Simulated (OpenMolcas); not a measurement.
## Multiconfigurational calculation on Rh3+

Rh3+ among 5 point charges of -1 e arranged as a trigonal bipyramid (D3h), 2.06 Å from the ion, with the axial distance 2.163 Å.

Input:

```
&GATEWAY
Coord
1

Rh 0.0 0.0 0.0
Basis=ANO-RCC-VTZP
Group=NoSym
NoMove
AngMom=0.0 0.0 0.0
AMFI
XField
5 Angstrom 0
2.060000 0.000000 0.000000 -1.000000
-1.030000 1.784012 0.000000 -1.000000
-1.030000 -1.784012 0.000000 -1.000000
0.000000 0.000000 2.163000 -1.000000
0.000000 0.000000 -2.163000 -1.000000
&SEWARD
* reference wave functions (RASSCF and RASSI steps not shown): 6 electrons in 5 orbitals (4d)
>>> COPY JOB001 $Project.JobIph
&CASPT2
Multistate=5 1 2 3 4 5
NoMult
Frozen=14
IPEA=0.25
Imaginary=0.1
MaxIter=60
WThr=0.0 0.3 0.05
PrWF=0.5
NoMix
>>> COPY JOB002 $Project.JobIph
&CASPT2
Multistate=45 1 2 3 4 5 6 7 8 9 10 11 12 13 14 15 16 17 18 19 20 21 22
23 24 25 26 27 28 29 30 31 32 33 34 35 36 37 38 39 40 41 42 43 44 45
NoMult
Frozen=14
IPEA=0.25
Imaginary=0.1
MaxIter=60
WThr=0.0 0.3 0.05
PrWF=0.5
NoMix
>>> COPY JOB003 $Project.JobIph
&CASPT2
Multistate=50 1 2 3 4 5 6 7 8 9 10 11 12 13 14 15 16 17 18 19 20 21 22
23 24 25 26 27 28 29 30 31 32 33 34 35 36 37 38 39 40 41 42 43 44 45 46
47 48 49 50
NoMult
Frozen=14
IPEA=0.25
Imaginary=0.1
MaxIter=60
WThr=0.0 0.3 0.05
PrWF=0.5
NoMix
```

Launched by
```bash
OMP_NUM_THREADS=1 MOLCAS_MEM=1689 MOLCAS_PROJECT=a pymolcas a.inp > a.log  # once for each step of the input, in one work folder
```

Output, cut to the results:

```
--- CASPT2 ---
Orbital specifications:
      -----------------------

      Symmetry species                           1
                                                 a
      Frozen orbitals                           14
      Inactive orbitals                          4
      Active orbitals                            5
      Secondary orbitals                        45
      Deleted orbitals                           0
      Number of basis functions                 68
Type of calculation                        SS-CASPT2
      Fock operator                              state-specific
      IPEA shift                                 0.25
      Real shift                                 0.00
      Imaginary shift                            0.10
      The input orbitals will be transformed to quasi-canonical
Reference energy:       -4782.3387542687
      E2 (Non-variational):      -0.4165528071
      Shift correction:          -0.0001334993
      E2 (Variational):          -0.4166863064
      Total energy:           -4782.7554405751
      Residual norm:              0.0000002142
      Reference weight:           0.93727
      Contributions to the CASPT2 correlation energy
      Active & Virtual Only:         -0.1131008202
      One Inactive Excited:          -0.2030992554
      Two Inactive Excited:          -0.1003527315
Reference energy:       -4782.3387542679
      E2 (Non-variational):      -0.4165529099
      Shift correction:          -0.0001335039
      E2 (Variational):          -0.4166864139
      Total energy:           -4782.7554406818
      Residual norm:              0.0000002141
      Reference weight:           0.93727
      Contributions to the CASPT2 correlation energy
      Active & Virtual Only:         -0.1131009450
      One Inactive Excited:          -0.2030992314
      Two Inactive Excited:          -0.1003527335
::    CASPT2 Root  1     Total energy:  -4782.75544058
::    CASPT2 Root  2     Total energy:  -4782.75544068
::    CASPT2 Root  3     Total energy:  -4782.75331520
::    CASPT2 Root  4     Total energy:  -4782.75259975
::    CASPT2 Root  5     Total energy:  -4782.74110929
--- CASPT2 ---
Orbital specifications:
      -----------------------

      Symmetry species                           1
                                                 a
      Frozen orbitals                           14
      Inactive orbitals                          4
      Active orbitals                            5
      Secondary orbitals                        45
      Deleted orbitals                           0
      Number of basis functions                 68
Type of calculation                        SS-CASPT2
      Fock operator                              state-specific
      IPEA shift                                 0.25
      Real shift                                 0.00
      Imaginary shift                            0.10
      The input orbitals will be transformed to quasi-canonical
Reference energy:       -4782.2569467325
      E2 (Non-variational):      -0.4213188469
      Shift correction:          -0.0001300626
      E2 (Variational):          -0.4214489095
      Total energy:           -4782.6783956420
      Residual norm:              0.0000000349
      Reference weight:           0.93698
      Contributions to the CASPT2 correlation energy
      Active & Virtual Only:         -0.1143429994
      One Inactive Excited:          -0.2078694987
      Two Inactive Excited:          -0.0991063488
Reference energy:       -4782.2523558568
      E2 (Non-variational):      -0.4244246826
      Shift correction:          -0.0001347724
      E2 (Variational):          -0.4245594550
      Total energy:           -4782.6769153118
      Residual norm:              0.0000000511
      Reference weight:           0.93582
      Contributions to the CASPT2 correlation energy
      Active & Virtual Only:         -0.1140950613
      One Inactive Excited:          -0.2129315819
      Two Inactive Excited:          -0.0973980394
::    CASPT2 Root  1     Total energy:  -4782.67839564
::    CASPT2 Root  2     Total energy:  -4782.67691531
::    CASPT2 Root  3     Total energy:  -4782.67692181
::    CASPT2 Root  4     Total energy:  -4782.67600708
::    CASPT2 Root  5     Total energy:  -4782.67600737
::    CASPT2 Root  6     Total energy:  -4782.67507656
::    CASPT2 Root  7     Total energy:  -4782.67504870
::    CASPT2 Root  8     Total energy:  -4782.67203994
::    CASPT2 Root  9     Total energy:  -4782.67206843
::    CASPT2 Root 10     Total energy:  -4782.66848222
::    CASPT2 Root 11     Total energy:  -4782.66846618
::    CASPT2 Root 12     Total energy:  -4782.66912595
::    CASPT2 Root 13     Total energy:  -4782.66969222
::    CASPT2 Root 14     Total energy:  -4782.66969153
::    CASPT2 Root 15     Total energy:  -4782.66286537
::    CASPT2 Root 16     Total energy:  -4782.66286550
::    CASPT2 Root 17     Total energy:  -4782.66176596
::    CASPT2 Root 18     Total energy:  -4782.66172107
::    CASPT2 Root 19     Total energy:  -4782.66019102
::    CASPT2 Root 20     Total energy:  -4782.66026298
::    CASPT2 Root 21     Total energy:  -4782.66096508
::    CASPT2 Root 22     Total energy:  -4782.65879992
::    CASPT2 Root 23     Total energy:  -4782.65891608
::    CASPT2 Root 24     Total energy:  -4782.65708236
::    CASPT2 Root 25     Total energy:  -4782.65715475
::    CASPT2 Root 26     Total energy:  -4782.65233909
::    CASPT2 Root 27     Total energy:  -4782.65123355
::    CASPT2 Root 28     Total energy:  -4782.65110055
::    CASPT2 Root 29     Total energy:  -4782.64851678
::    CASPT2 Root 30     Total energy:  -4782.64851656
--- CASPT2 ---
Orbital specifications:
      -----------------------

      Symmetry species                           1
                                                 a
      Frozen orbitals                           14
      Inactive orbitals                          4
      Active orbitals                            5
...
```

Spin-orbit levels above the lowest (labels of D3, the rotations of D3h), with the averaged single-state CASPT2 energies on the diagonal:

```
E (cm-1)  Degeneracy  Label  2S+1                g
       0           2            5   0.00 0.00 9.31
     170           2      E     5   0.00 0.00 5.62
     300           2      E     5  0.00 0.00 11.97
     450           2      E     5   0.00 0.00 2.09
     660           1     A1     5                 
    1390           1     A2     5                 
    1620           2            5   0.00 0.00 8.66
    1710           2      E     5   0.00 0.00 5.49
    2210           2      E     5   0.00 0.00 4.48
    2730           2      E     5   0.00 0.00 0.46
    3130           1     A1     5                 
    3230           1     A2     5                 
    4550           2      E     5   0.00 0.00 7.86
    4790           2      E     5   0.00 0.00 3.94
    4860           1     A1     5                 
   17050           1     A1     3                 
   17220           2      E     3   0.00 0.00 9.33
   17300           2      E     3   0.00 0.00 2.89
   17730           2      E     3   0.00 0.00 5.91
   18020           2            3  0.00 0.00 13.96
```

Roots that are degenerate in the reference are averaged as groups; the widest CASPT2 spread within a group is 160 cm-1 (the 2-fold group of multiplicity 5 near 545 cm-1 above the lowest state of its run). Shifts and gaps below about the spread of the groups concerned are not significant. Spin-orbit coupling mixes the spin-free states strongly: the lowest level takes only 65 % from its leading state, 5E. An orbital doublet at a regular site is open to a Jahn-Teller distortion, which this geometry leaves out. Point charges give a weaker field than real ligands, and real ions of this kind are as a rule low spin; the high spin found here belongs to the model. The ground term spreads over less than 5000 cm-1, several times less than with real ligands, so orbital moments are less quenched and χT lies further from the spin-only value than at real sites. Free-ion shares, where given, are those of the reference states; single-state CASPT2 does not remix them. This is an electrostatic model: the charges have no orbitals. No measured value stands beside these numbers.

The CASPT2 steps took 28 s on 1 thread of Arm Neoverse V1, with other jobs on the host; the integral step is not counted.

With an even number of electrons the g values are those of a degenerate or nearly degenerate non-Kramers pair.
